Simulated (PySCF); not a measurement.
C4H7InO (SMILES C=[CH][In]([OH])[CH]=C), singlet, at a GFN2-xTB geometry (such geometries of metal compounds can be far from the true shape) (core potentials on In). Base run: DF-B3LYP/def2-SV(P) (PySCF).

Here is a job for PySCF.
```python
from pyscf import gto, scf, dft

mol = gto.Mole()
mol.atom = '''
    In    0.056588    0.121989    0.272484
    C    -0.059835    1.684332   -1.296683
    C    -0.318932    1.470092   -2.571672
    H     0.118701    2.684393   -0.915659
    H    -0.364407    2.278728   -3.293756
    H    -0.499817    0.481413   -2.970014
    C    -0.139059   -2.103155    0.433938
    C    -0.352282   -2.913894   -0.583743
    H    -0.041199   -2.501681    1.441864
    H    -0.436998   -3.988149   -0.457476
    H    -0.454345   -2.557043   -1.597338
    O     0.447253    1.030050    1.969429
    H     0.547892    0.560252    2.794198
'''
mol.basis = 'def2-sv(p)'
mol.ecp = {'In': 'def2-sv(p)'}
mol.charge = 0
mol.spin = 0
mol.verbose = 4
mol.max_memory = 1800
mol.build()

mf = dft.RKS(mol)
mf.xc = 'b3lyp'
mf = mf.density_fit(auxbasis='def2-universal-jkfit')
mf.kernel()
```

All variants below ran on the same shared machine, one core each. Differences are taken from the largest basis of the def2 family in the series, which isn't the basis-set limit (def2-TZVPP: -422.111628 Eh). The cheapest run took very roughly 17 core-seconds.

```csv
setting,basis functions,"cost, times the cheapest (rough)",difference in total energy (mEh)
def2-SV(P),110,1,317.77
def2-SVP,131,1,293.55
def2-TZVP,247,2,4.31
def2-TZVPP,303,4,reference
```

Times come from a shared machine, hold the start-up and are rough. Total energies converge more slowly with the basis than energy differences do.
